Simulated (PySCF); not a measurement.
Computed shifts of a molecule CH₂FNOSi, B3LYP/pcSseg-1 (PySCF), GIAO, gas phase, equivalent atoms averaged, in ppm (number of nuclei): ²⁹Si: -48.7 (1). ¹⁹F: -184.9 (1). ¹⁵N: 52.0 (1). ¹³C: 127.6 (1). ¹H: 5.17 (2). References: ²⁹Si against TMS (σ = 338.7 ppm); ¹⁹F against CFCl3 (σ = 161.7 ppm); ¹⁵N against NH3 (σ = 265.5 ppm); ¹³C against TMS (σ = 181.3 ppm); ¹⁷O against H2O (σ = 333.8 ppm); ¹H against TMS (σ = 31.68 ppm), references at their B3LYP-D3(BJ)/def2-TZVP geometries, non-relativistic. Coordinates come from a B3LYP-D3(BJ)/def2-SVP optimisation. One conformer was computed; it need not be the lowest.

Q: Which structure fits?
A) F[Si@H]1N=CO1
B) O=C=N[SiH2]F
C) N#CO[SiH2]F

A: B, O=C=N[SiH2]F
